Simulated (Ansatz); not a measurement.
V(OH)2 (H2O2V), SMILES [OH][V][OH] (connectivity only; charge and spin as stated), neutral, multiplicity 4. Atoms are numbered in the order given.

```xyz
5

V      0.0062     0.0160     0.0083
O      1.2835     0.2351    -1.2037
H      1.9687     0.3530    -1.8535
O     -1.2711    -0.2029     1.2205
H     -1.9558    -0.3199     1.8708
```
Charge 0, spin multiplicity 4.

Geometry optimised at PBE0-D3(BJ)/def2-TZVP. The multiplicity is an assumed one; other spin states were not compared. One conformer was computed; it need not be the lowest.

Two levels are set side by side: PBE-D3(BJ)/def2-TZVP (Ansatz, a quantum-chemistry and plane-wave program) and PBE0-D3(BJ)/def2-TZVP (Ansatz). Each level has its own optimised geometry; the coordinates shown are those of the second. Differences are taken from unrounded values.

```json
[
 {"quantity": "mean bond length (Å)", "PBE0-D3(BJ)": "1.363", "PBE-D3(BJ)": "1.370", "PBE-D3(BJ) minus PBE0-D3(BJ)": "0.007"},
 {"quantity": "bond V1–O2 (Å)", "PBE0-D3(BJ)": "1.774", "PBE-D3(BJ)": "1.776", "PBE-D3(BJ) minus PBE0-D3(BJ)": "0.002"},
 {"quantity": "bond V1–O4 (Å)", "PBE0-D3(BJ)": "1.774", "PBE-D3(BJ)": "1.776", "PBE-D3(BJ) minus PBE0-D3(BJ)": "0.002"},
 {"quantity": "bond O2–H3 (Å)", "PBE0-D3(BJ)": "0.952", "PBE-D3(BJ)": "0.963", "PBE-D3(BJ) minus PBE0-D3(BJ)": "0.012"},
 {"quantity": "bond O4–H5 (Å)", "PBE0-D3(BJ)": "0.952", "PBE-D3(BJ)": "0.963", "PBE-D3(BJ) minus PBE0-D3(BJ)": "0.012"}
]
```

Exact exchange shortens and stiffens bonds; PBE has none. Differences between two approximate levels are no errors against the true value.
